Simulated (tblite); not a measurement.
Problem. What does the GFN2-xTB structure of `C#Cc1ccpc(C(=O)OC)c1` look like in three dimensions?

Solution. 
```
atom  x, y, z in Å
C1     4.3120   -0.8039    0.8851
C2     3.2702   -0.3632    0.4825
C3     2.0473    0.1629    0.0030
C4     2.0760    1.2374   -0.8938
C5     0.9470    1.8214   -1.4172
P6    -0.7000    1.3622   -1.0895
C7    -0.3920    0.0471    0.0198
C8    -1.5973   -0.6222    0.5402
O9    -1.6272   -1.5475    1.3117
O10   -2.6949   -0.0440    0.0210
C11   -3.9436   -0.5756    0.4255
C12    0.8496   -0.3992    0.4349
H13    5.2191   -1.1926    1.2405
H14    3.0483    1.6188   -1.1811
H15    1.0788    2.6499   -2.1028
H16   -4.0128   -1.6305    0.1510
H17   -4.0598   -0.4879    1.5080
H18   -4.7053    0.0046   -0.0888
H19    0.8748   -1.2282    1.1308
```

Orientation and origin are arbitrary. Atoms count from 1 in this order. The 7 C–C bonds span 1.201 Å (C1≡C2, drawn triple) to 1.474 Å (C7–C8, drawn single), a spread of 0.273 Å. O10 (ester single-bonded oxygen) is bent (angle 116.6°). Of the pairs four or more bonds apart, O9···H19 is among the closest relative to their van der Waals radii: 2.53 Å, 93 % of the sum of Bondi's values. The C–O distances run from 1.205 Å (C8=O9, drawn double) to 1.416 Å (O10–C11, drawn single), a spread of 0.211 Å.

Bonds between heavy atoms (Å): C1≡C2 1.201, C2–C3 1.415, C3–C4 1.400, C4–C5 1.375, C5–P6 1.741, P6–C7 1.748, C7–C8 1.474, C8=O9 1.205, C8–O10 1.345, O10–C11 1.416, C7–C12 1.383, C3–C12 1.392.

Structure optimised with GFN2-xTB, isolated species.

Point group: Cs (tolerance 0.08 Å). Its GFN2-xTB frequencies are all real (lowest 27 cm⁻¹). The numbers are those of one conformer (P6–C7–C8–O9 180°, C7–C8–O10–C11 180°). 3 starts were optimised and ended at 0.00, 0.03 and 1.73 kcal/mol (GFN2-xTB); the lowest of these is shown.

All values are computed, not measured.
